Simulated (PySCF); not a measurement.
Work out the structure from these simulated measurements.

Elements present: B, C, H and N. Monoisotopic mass: 108.0950 u.

* Triplet: lowest triplet excitation (Tamm–Dancoff): 3.57 eV [TDA B3LYP/def2-SVPD]
* 13C NMR: chemical shifts (computed TMS as zero) by class: 161.1 (1 C) ppm [GIAO PBE0/pcSseg-1]
* Valence photoelectron: vertical ionisation energy: 8.79 eV [ΔSCF B3LYP/def2-SVPD]
* UV, first state: lowest singlet excitation: 4.20 eV (296 nm, f = 0.000) [TDDFT B3LYP/def2-SVPD]
* Rotational structure: rotational constants A, B, C: 4.878, 1.464, 1.165 GHz [PBE0-D3(BJ)/def2-SVP]
* XPS: B1s 195.6 (×2), B1s 196.1, C1s 292.0, N1s 404.4, N1s 404.4 (×2), N1s 404.5 eV [ΔSCF SCAN, pcX-2 on the ionised atom, pcseg-1 elsewhere, spin-free X2C]
* 1H NMR: chemical shifts (computed TMS as zero) by class: 8.14 (1 H), 7.98 (1 H), 5.33 (1 H), 4.73 (2 H), 4.54 (2 H) ppm [GIAO PBE0/pcSseg-1]
* Polarisability: 83.0 au [B3LYP/def2-SVPD]
* NMR, other nuclei: isotropic shieldings of nuclei other than C and H, by class: 73 (2 B), 75 (1 B), -173 (1 N), 125 (1 N), 141 (2 N) ppm [GIAO PBE0/pcSseg-1]
* UV, strongest line: among the 10 lowest singlet transitions: S10 at 7.15 eV (173 nm, f = 0.148) [TDDFT B3LYP/def2-SVPD]

The electronic properties come from PySCF, for the isolated species, density fitting. Levels stand in brackets. Geometry: PBE0-D3(BJ)/def2-SVP, one conformer, isolated molecule. Each NMR value is the plain mean over a class of atoms that symmetry, rotation or inversion makes alike.

Q: Which formula fits the mass and the elements?

A: CH7B3N4 (calculated 108.0950). No other formula that holds each of these elements comes within 0.0003 u with a fitting electron parity and a possible valence count.

Q: What is the compound? Reason from the data.

A: Numbering: `[CH2:1]=[N:2][B:3]1[NH:4][BH:5][NH:6][BH:7][NH:8]1`. The one carbon: C=N carbon [C1] (161.1 ppm). Hydrogen classes from least to most shielded: 1 H on a C=N carbon, C1 (8.14 ppm), 1 H on a C=N carbon, C1 (7.98 ppm), 1 H on a boron-bound nitrogen, N6 (5.33 ppm), 2 H on 2 three-coordinate borons, B5/B7 (4.73 ppm), 2 H on 2 boron-bound nitrogens, N4/N8 (4.54 ppm). The other shieldings belong to: 73 ppm, three-coordinate boron [B5/B7]; 75 ppm, three-coordinate boron [B3]; -173 ppm, C=N nitrogen [N2]; 125 ppm, boron-bound nitrogen [N6]; 141 ppm, boron-bound nitrogen [N4/N8]. The core levels belong to: B1s 195.6 eV, three-coordinate boron [B5/B7]; B1s 196.1 eV, three-coordinate boron [B3]; C1s 292.0 eV, C=N carbon [C1]; N1s 404.4 eV, boron-bound nitrogen [N6]; N1s 404.4 eV, boron-bound nitrogen [N4/N8]; N1s 404.5 eV, C=N nitrogen [N2]. S1 is mainly HOMO→LUMO (weight 0.96); the largest Löwdin shares of the orbital it empties are 0.46 on the C=N nitrogen, 0.12 on the C=N carbon and 0.08 on a boron-bound nitrogen, of the orbital it fills 0.41 on the C=N carbon, 0.36 on the C=N nitrogen and 0.07 on each of 2 atoms of one kind (hydrogen on a C=N carbon). The optimised geometry has point group Cs and is an asymmetric top. Structure: `B1(N=C)NBNBN1`. The assignments are read from this structure; whether some other isomer fits the data as well wasn't checked.
